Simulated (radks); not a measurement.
The hafnium ion Hf+ inside a hard spherical wall (all orbitals vanish at R), configuration held at [Xe] 4f14 5d1 6s2 and not refilled when levels cross. Method: scalar-relativistic Kohn-Sham, PBEsol, spin-unpolarised, spherical densities, point nucleus; computed with a radial shooting solver on a logarithmic mesh with Libxc functionals. Eigenvalues in eV, with the zero of energy where the potential of the charges vanishes at infinity; a dash marks a level that is unbound or too diffuse for the functional's potential to be trusted. A positive occupied level is held by the wall or, in an anion where self-interaction has pushed it up, behind a barrier. The pressure on the wall is -dE/dV.

R (bohr)  E (hartree)  kinetic (hartree)    e(5p)    e(4f)    e(6s)    e(5d)  e(6p, empty)  e(7s, empty)  pressure (GPa)
free      -15073.4216          16516.837  -44.765  -26.201  -11.895  -10.730        -6.905             -               0
10        -15073.4215          16516.838  -44.760  -26.196  -11.891  -10.725        -6.881        -2.438         0.00265
6         -15073.3917          16517.068  -43.979  -25.380  -11.090  -10.026        -5.179         6.981            2.72
3.5       -15072.4411          16521.238  -37.260  -17.849    3.300   -2.041        16.478        69.041             283
3         -15071.2482          16526.030  -32.452  -12.254   17.953    4.764        35.927        115.07             952
2.5       -15068.0556          16538.379  -22.133   -0.833   51.415   19.500        77.112        204.33            3910
2         -15057.9805          16574.453    4.726   24.906   136.75   56.327        175.03        399.94           20800
1.5       -15018.1604          16703.080   95.573   91.316   393.15   170.94        453.25        914.18          164000
